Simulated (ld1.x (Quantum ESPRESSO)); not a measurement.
# Reading a pseudo-wave (Rb (Z = 37))

Columns: radius, all-electron u(r) and pseudo u(r) of the 5p shell (level -0.75 eV) of rubidium in the configuration [Kr] 5s1 5p0; PBE, scalar-relativistic, TM scheme, ld1.x (Quantum ESPRESSO) 7.5.

```json
{"r (bohr)": "0.210", "all-electron": "-0.0158", "pseudo": "-0.0018"}
{"r (bohr)": "0.420", "all-electron": "-0.0698", "pseudo": "-0.0072"}
{"r (bohr)": "0.630", "all-electron": "-0.0005", "pseudo": "-0.0156"}
{"r (bohr)": "0.840", "all-electron": "0.0772", "pseudo": "-0.0264"}
{"r (bohr)": "1.050", "all-electron": "0.1236", "pseudo": "-0.0385"}
{"r (bohr)": "1.260", "all-electron": "0.1372", "pseudo": "-0.0511"}
{"r (bohr)": "1.470", "all-electron": "0.1260", "pseudo": "-0.0636"}
{"r (bohr)": "1.680", "all-electron": "0.0986", "pseudo": "-0.0755"}
{"r (bohr)": "1.890", "all-electron": "0.0620", "pseudo": "-0.0870"}
{"r (bohr)": "2.100", "all-electron": "0.0211", "pseudo": "-0.0985"}
{"r (bohr)": "2.310", "all-electron": "-0.0210", "pseudo": "-0.1107"}
{"r (bohr)": "2.520", "all-electron": "-0.0623", "pseudo": "-0.1246"}
{"r (bohr)": "2.730", "all-electron": "-0.1018", "pseudo": "-0.1409"}
{"r (bohr)": "2.940", "all-electron": "-0.1388", "pseudo": "-0.1603"}
{"r (bohr)": "3.150", "all-electron": "-0.1732", "pseudo": "-0.1829"}
{"r (bohr)": "3.360", "all-electron": "-0.2048", "pseudo": "-0.2080"}
{"r (bohr)": "3.570", "all-electron": "-0.2335", "pseudo": "-0.2341"}
{"r (bohr)": "3.780", "all-electron": "-0.2596", "pseudo": "-0.2597"}
{"r (bohr)": "3.990", "all-electron": "-0.2832", "pseudo": "-0.2832"}
{"r (bohr)": "4.200", "all-electron": "-0.3043", "pseudo": "-0.3043"}
{"r (bohr)": "4.410", "all-electron": "-0.3231", "pseudo": "-0.3231"}
{"r (bohr)": "4.620", "all-electron": "-0.3396", "pseudo": "-0.3396"}
{"r (bohr)": "4.830", "all-electron": "-0.3537", "pseudo": "-0.3537"}
{"r (bohr)": "5.040", "all-electron": "-0.3654", "pseudo": "-0.3654"}
{"r (bohr)": "5.250", "all-electron": "-0.3748", "pseudo": "-0.3748"}
{"r (bohr)": "5.460", "all-electron": "-0.3821", "pseudo": "-0.3821"}
```

(1) How many radial nodes do the two functions have?

(2) At about which radius was the pseudo-wave matched?

(3) Is the pseudo-wave norm-conserving?

Answers

(1) The all-electron 5p function has n − l − 1 = 3 (the table is too coarse to show those close to the nucleus); the pseudo-wave has 0, since the states of the same l below it are removed with the core.

(2) 4.05 bohr. The columns agree to 0.0005 from 3.78 bohr on; several derivatives are matched, so the curves merge somewhat inside the radius.

(3) Yes: the TM scheme keeps the norm inside the radius equal to the all-electron one, which fixes the energy derivative of the logarithmic derivative at the level.
